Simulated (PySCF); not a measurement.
PySCF was given this input:
```python
from pyscf import gto, scf, ci

mol = gto.Mole()
mol.atom = '''
    C    -0.01363228   -0.00641662    0.65335312
    C     0.01363228    0.00641662   -0.65335312
    H     0.20968731    0.85394969    1.29649447
    H    -0.26322925   -0.87915153    1.26960612
    H    -0.20979374    0.87921939   -1.27947513
    H     0.26333568   -0.85401755   -1.28662546
'''
mol.basis = 'def2-tzvp'
mol.charge = 1
mol.spin = 1
mol.verbose = 4
mol.max_memory = 1800
mol.build()

mf = scf.UHF(mol)
mf.kernel()

myci = ci.CISD(mf, frozen=2)
myci.kernel()
print('E(CISD) = %.10f' % myci.e_tot)
```

Task: What SCF-reference Mulliken (on the basis functions themselves) charges in atom order does CISD/def2-TZVP in PySCF give?

Result: C1 -0.01, C2 -0.01, H3 0.26, H4 0.26, H5 0.26, H6 0.26

Task: What is the computed number of basis functions (CISD/def2-TZVP)?

Result: 86

Task: Give the nuclear repulsion energy at the level CISD/def2-TZVP.

Result: 33.4354 Eh

Task: Predict the total energy from CISD/def2-TZVP.

Result: -78.006982 Ha

Task: Give the SCF-reference HOMO energy at the level CISD/def2-TZVP.

Result: -19.70 eV

These values belong to the state on which the SCF converged, which isn't shown to be the lowest.

Task: Roughly what does it cost on one core?

Result: very roughly 15 core-seconds.
